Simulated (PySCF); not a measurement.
PySCF input file for Zn(NH2)(OSiH3) (H5NOSiZn), SMILES [NH2][Zn][O][SiH3], PBE0-D3(BJ)/def2-SVP. Geometry optimised at PBE0-D3(BJ)/def2-SVP. The structure was generated by enumeration; whether it is a known compound was not checked. The values are those of a single conformer.

```python
import numpy as np
from pyscf import gto, scf, dft, df
from pyscf.hessian import thermo

mol = gto.M(
    atom='''
    Zn   -0.36559553    0.44263448    0.59518909
    N    -1.31555111    1.10520361    1.98680767
    H    -1.07633701    0.73853487    2.90543466
    H    -2.32822116    1.05402308    1.90067914
    O     0.63964031    0.01012231   -0.79342377
    Si    1.06080733   -1.27101581   -1.72239321
    H    -0.12903900   -1.90271834   -2.38765314
    H     1.73400480   -2.35123221   -0.92428383
    H     2.00789117   -0.84082445   -2.79660806
    ''',
    basis='def2-SVP',
    charge=0,
    spin=0,
    max_memory=1600,
    verbose=3,
)
mf = dft.RKS(mol, xc='pbe0').density_fit(auxbasis='def2-universal-jkfit')
mf.disp = 'd3bj'
mf.grids.level = 3
mf.conv_tol = 1e-11
mf.max_cycle = 100
mf.kernel()

# [left out here: the lines that compute and print the analytic Hessian (its translational invariance restored by hand, since the grid's response is missing), thermochemistry and intensities]
```

It prints:

```
converged SCF energy = -2200.95923292262

WARN: DFTD3 does not support analytical Hessian, using finite difference


WARN: Mole.unit (angstrom) is changed to Bohr

Mode                                 0                   1                   2
Irrep
Freq [cm^-1]                       20.9812             44.5779             69.2402
Reduced mass [au]                   1.1105              1.7114              4.5335
Force const [Dyne/A]                0.0003              0.0020              0.0128
Char temp [K]                      30.1872             64.1377             99.6213
Normal mode                   x     y     z       x     y     z       x     y     z
       0  Zn                -0.00  0.00 -0.00   -0.02  0.01 -0.02    0.03  0.02 -0.02
       1   N                -0.01  0.00 -0.00    0.10 -0.02  0.08   -0.04 -0.13  0.00
       2   H                -0.28 -0.29 -0.05   -0.18 -0.43 -0.01   -0.03 -0.18 -0.02
       3   H                -0.01  0.37 -0.19    0.09  0.46 -0.07   -0.03 -0.18 -0.02
       4   O                 0.06 -0.01  0.05   -0.06  0.02 -0.05    0.05  0.10 -0.04
       5  Si                -0.01  0.00 -0.01    0.03 -0.01  0.03   -0.06 -0.02  0.07
       6   H                -0.10 -0.20  0.34    0.11  0.01 -0.12   -0.12  0.01  0.15
       7   H                 0.36  0.14 -0.14   -0.10 -0.01  0.13   -0.12  0.00  0.15
       8   H                -0.37  0.09 -0.29    0.19 -0.05  0.15   -0.05 -0.18  0.01
Mode                                 3                   4                   5
Irrep
Freq [cm^-1]                      147.3359            162.5123            438.8805
Reduced mass [au]                   4.0894              7.3075              1.6163
Force const [Dyne/A]                0.0523              0.1137              0.1834
Char temp [K]                     211.9836            233.8190            631.4513
Normal mode                   x     y     z       x     y     z       x     y     z
       0  Zn                -0.05  0.01 -0.04   -0.01 -0.07 -0.01   -0.01 -0.01  0.01
       1   N                 0.09 -0.02  0.07    0.06  0.10 -0.04   -0.02  0.13  0.07
       2   H                 0.30  0.02  0.03    0.05  0.17 -0.01   -0.07 -0.51 -0.15
       3   H                 0.08 -0.12  0.27    0.05  0.17 -0.01    0.00 -0.53 -0.10
       4   O                 0.10 -0.03  0.08    0.05  0.11 -0.02    0.04  0.02 -0.04
       5  Si                 0.01 -0.00  0.01   -0.02  0.04  0.04    0.01 -0.02 -0.02
       6   H                -0.05  0.06  0.05   -0.06  0.06  0.10   -0.01 -0.02  0.01
       7   H                 0.02 -0.06 -0.08   -0.06  0.05  0.09   -0.01 -0.02  0.01
       8   H                -0.04  0.01 -0.03   -0.02 -0.06  0.00    0.01 -0.09 -0.05
Mode                                 6                   7                   8
Irrep
Freq [cm^-1]                      476.9357            703.4660            731.4843
Reduced mass [au]                   3.3933              4.4363              1.1991
Force const [Dyne/A]                0.4548              1.2935              0.3780
Char temp [K]                     686.2043           1012.1309           1052.4431
Normal mode                   x     y     z       x     y     z       x     y     z
       0  Zn                 0.02 -0.01 -0.03    0.03 -0.02 -0.05   -0.00  0.00 -0.00
       1   N                 0.05  0.01 -0.06   -0.11  0.05  0.15    0.01 -0.00  0.00
       2   H                 0.03 -0.26 -0.16   -0.12  0.14  0.19   -0.04  0.03  0.03
       3   H                 0.06 -0.27 -0.13   -0.12  0.14  0.19    0.01 -0.02 -0.05
       4   O                -0.09 -0.06  0.09   -0.01 -0.02  0.00   -0.05  0.01 -0.04
       5  Si                -0.03  0.06  0.06   -0.01  0.01  0.02    0.04 -0.01  0.04
       6   H                 0.01  0.05 -0.01    0.02  0.00 -0.03   -0.33  0.48  0.23
       7   H                 0.02  0.05  0.00    0.03  0.01 -0.03    0.02 -0.41 -0.49
       8   H                -0.04  0.23  0.12   -0.02  0.18  0.08   -0.11  0.03 -0.09
Mode                                 9                  10                  11
Irrep
Freq [cm^-1]                      743.3668            770.7168            946.3468
Reduced mass [au]                   1.2831              1.1389              1.0513
Force const [Dyne/A]                0.4178              0.3986              0.5547
Char temp [K]                    1069.5393           1108.8898           1361.5823
Normal mode                   x     y     z       x     y     z       x     y     z
       0  Zn                -0.01  0.00  0.01    0.01 -0.00  0.01   -0.00  0.00 -0.00
       1   N                 0.02 -0.01 -0.02   -0.07  0.02 -0.05    0.00 -0.00  0.00
       2   H                 0.02 -0.02 -0.03    0.43 -0.37 -0.33   -0.00  0.00  0.00
       3   H                 0.02 -0.02 -0.03   -0.13  0.29  0.58    0.00 -0.00 -0.00
       4   O                 0.04  0.07 -0.03   -0.01  0.00 -0.01    0.00 -0.00  0.00
       5  Si                -0.03 -0.05  0.02    0.00 -0.00  0.00   -0.03  0.01 -0.02
       6   H                 0.21 -0.18 -0.28   -0.03  0.04  0.02   -0.17 -0.11  0.38
       7   H                 0.17 -0.16 -0.31    0.00 -0.03 -0.04    0.35  0.07 -0.23
       8   H                -0.05  0.62  0.26   -0.00  0.00 -0.00    0.59 -0.14  0.46
Mode                                12                  13                  14
Irrep
Freq [cm^-1]                      953.4020           1016.2848           1051.9409
Reduced mass [au]                   1.0516              1.0999             15.3533
Force const [Dyne/A]                0.5632              0.6693             10.0100
Char temp [K]                    1371.7332           1462.2075           1513.5088
Normal mode                   x     y     z       x     y     z       x     y     z
       0  Zn                -0.00  0.00  0.00   -0.00  0.00  0.00   -0.01  0.01  0.02
       1   N                 0.00 -0.00 -0.00    0.00 -0.00 -0.00    0.00 -0.00 -0.00
       2   H                 0.00  0.00  0.00    0.00 -0.00 -0.00    0.01 -0.00 -0.01
       3   H                 0.00  0.00 -0.00    0.00 -0.00 -0.00    0.00 -0.00 -0.02
       4   O                 0.00 -0.01 -0.00    0.01 -0.01 -0.01    0.08 -0.14 -0.15
       5  Si                 0.02  0.02 -0.02    0.01 -0.04 -0.03   -0.02  0.06  0.05
       6   H                -0.01 -0.46  0.47   -0.34  0.38  0.22    0.01  0.04 -0.01
       7   H                -0.58 -0.33  0.04   -0.03  0.31  0.47    0.02  0.04 -0.00
       8   H                -0.00  0.25  0.08   -0.01  0.50  0.17   -0.02  0.06  0.04
Mode                                15                  16                  17
Irrep
Freq [cm^-1]                     1541.4137           2178.7603           2188.7030
Reduced mass [au]                   1.0964              1.0497              1.0345
Force const [Dyne/A]                1.5348              2.9358              2.9199
Char temp [K]                    2217.7511           3134.7510           3149.0563
Normal mode                   x     y     z       x     y     z       x     y     z
       0  Zn                 0.00 -0.00 -0.00    0.00 -0.00  0.00   -0.00  0.00  0.00
       1   N                -0.05 -0.01  0.06   -0.00  0.00 -0.00    0.00 -0.00 -0.00
       2   H                 0.66  0.02 -0.15    0.00 -0.00 -0.00    0.00 -0.00 -0.00
       3   H                 0.03  0.18 -0.65   -0.00  0.00  0.00    0.00  0.00 -0.00
       4   O                -0.00  0.00  0.00    0.00  0.00  0.00    0.00 -0.00 -0.00
       5  Si                 0.00 -0.00 -0.00    0.03 -0.01  0.02   -0.01 -0.03  0.01
       6   H                -0.00  0.00  0.00   -0.56 -0.30 -0.31    0.53  0.27  0.31
       7   H                 0.00  0.00  0.00   -0.29  0.49 -0.36   -0.33  0.50 -0.38
       8   H                 0.00  0.00  0.00    0.02 -0.01  0.02    0.09  0.04 -0.10
Mode                                18                  19                  20
Irrep
Freq [cm^-1]                     2225.4112           3567.5590           3658.3148
Reduced mass [au]                   1.0360              1.0510              1.0924
Force const [Dyne/A]                3.0229              7.8811              8.6135
Char temp [K]                    3201.8713           5132.9230           5263.5005
Normal mode                   x     y     z       x     y     z       x     y     z
       0  Zn                -0.00  0.00  0.00    0.00 -0.00 -0.00    0.00 -0.00  0.00
       1   N                 0.00 -0.00 -0.00   -0.04 -0.02  0.04    0.06 -0.01  0.05
       2   H                 0.00  0.00 -0.00   -0.19  0.23 -0.62   -0.15  0.24 -0.61
       3   H                 0.00  0.00 -0.00    0.68  0.01  0.08   -0.67 -0.03 -0.05
       4   O                 0.00 -0.00 -0.00    0.00  0.00 -0.00    0.00 -0.00  0.00
       5  Si                 0.02  0.01 -0.02   -0.00  0.00  0.00   -0.00  0.00 -0.00
       6   H                 0.09  0.05  0.04   -0.00 -0.00 -0.00    0.00  0.00  0.00
       7   H                -0.04  0.08 -0.06    0.00 -0.00 -0.00    0.00 -0.00  0.00
       8   H                -0.61 -0.28  0.69    0.00 -0.00 -0.00    0.00 -0.00  0.00
temperature 298.1500 [K]
pressure 101325.00 [Pa]
Rotational constants [GHz] 37.86341 1.40087 1.38251
Symmetry number 1
Zero-point energy (ZPE) 0.05385 [Eh]   141384.449 [J/mol]
                           tot       elec      trans        rot        vib
Entropy [J/mol/K]       378.038      0.000    169.309    108.307    100.423
Cv [J/mol/K]             96.455      0.000     12.472     12.472     71.512
Cp [J/mol/K]            104.770      0.000     20.786     12.472     71.512
Internal energy [J/mol]                      3718.434   3718.434 154192.075
Internal energy [Eh]   -2200.89767  -2200.95923
Enthalpy [J/mol]                             6197.391   3718.434 154192.075
Enthalpy [Eh]          -2200.89673
Gibbs free energy [J/mol]                  -44281.947 -28573.289 124251.095
Gibbs free energy [Eh] -2200.93966
static polarisability / bohr^3: [[ 48.533  -6.684 -10.515]
 [ -6.686  44.251   9.101]
 [-10.518   9.104  57.765]]
largest difference of analytic and finite-field dipole derivatives / e: 0.0010688463634571654
mode   freq/cm-1   IR/(km/mol)   Raman/(A^4/amu)   depolarisation
   1       20.98        15.108             0.794            0.750
   2       44.58        17.144             1.134            0.750
   3       69.24         1.313             1.020            0.589
   4      147.34         7.624             0.074            0.750
   5      162.51        12.313             0.618            0.626
   6      438.88       138.077            21.965            0.067
   7      476.94        30.854             9.370            0.455
   8      703.47        24.216             3.470            0.190
   9      731.48        61.158            11.584            0.750
  10      743.37        77.865            10.424            0.543
  11      770.72        36.653             0.886            0.750
  12      946.35        89.106            31.247            0.750
  13      953.40        89.597            28.028            0.736
  14     1016.28       294.041            22.591            0.746
  15     1051.94       452.710             3.312            0.285
  16     1541.41        11.451             3.931            0.749
  17     2178.76       209.942            84.478            0.749
  18     2188.70       141.780           161.126            0.169
  19     2225.41       154.354           193.261            0.161
  20     3567.56        10.016           162.207            0.102
  21     3658.31        13.812            97.574            0.750
max |gradient| / (hartree/bohr): 9.943401132835892e-05
APT charges: [ 1.1038 -0.7028  0.1386  0.1387 -1.2287  1.5113 -0.3256 -0.3255 -0.3098]
```

Self-consistency was reached.

Cost: about 2.8 core-minutes (a rough figure).
